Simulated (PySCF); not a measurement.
Spectrum to structure. Method: TDDFT PBE0/def2-SVPD, vertical, gas phase, core orbitals frozen in the response (PySCF). Geometries: GFN2-xTB, one conformer each.

| state | E (eV) | λ (nm) | f |
| --- | --- | --- | --- |
| S1 | 4.70 | 264.0 | 0.083 |
| S2 | 5.74 | 216.1 | 0.0026 |
| S3 | 6.19 | 200.1 | 0.105 |
| S4 | 6.22 | 199.5 | 0.0047 |
| S5 | 6.37 | 194.7 | 0.0002 |
| S6 | 6.59 | 188.1 | 0.075 |

Orbital energies (eV): HOMO-3 -9.48, HOMO-2 -8.84, HOMO-1 -7.61, HOMO -5.90, LUMO -0.45, LUMO+1 0.81, LUMO+2 1.33.

**Question.** Which structure fits? All have the formula C8H10.
A. `CC1=CC=CC12CC2`
B. `C#CC(C)=C1CCC1`
C. `C#CC1=CCCCC1`

**Answer.** A. Its S1, at 4.70 eV, is the lowest among the candidates; the nearest of the others has S1 at 5.45 eV. S1 is HOMO→LUMO (99%). Löwdin shares by element: HOMO carbon 82% or more (atoms not listed hold the other 18%); LUMO carbon 65% or more (atoms not listed hold the other 35%). At the same level the other candidates give, for their lowest levels:
- `C#CC(C)=C1CCC1`: 5.45 eV (f 0.404); 5.63 eV (f 0.000); 5.97 eV (f 0.003); 6.14 eV (f 0.007); 6.63 eV (f 0.003); T1 3.35 eV; HOMO -6.41, LUMO -0.49 eV
- `C#CC1=CCCCC1`: 5.56 eV (f 0.216); 5.61 eV (f 0.100); 6.24 eV (f 0.002); 6.28 eV (f 0.011); 6.99 eV (f 0.009); T1 3.45 eV; HOMO -6.61, LUMO -0.49 eV
Triplets come from the Tamm–Dancoff approximation.
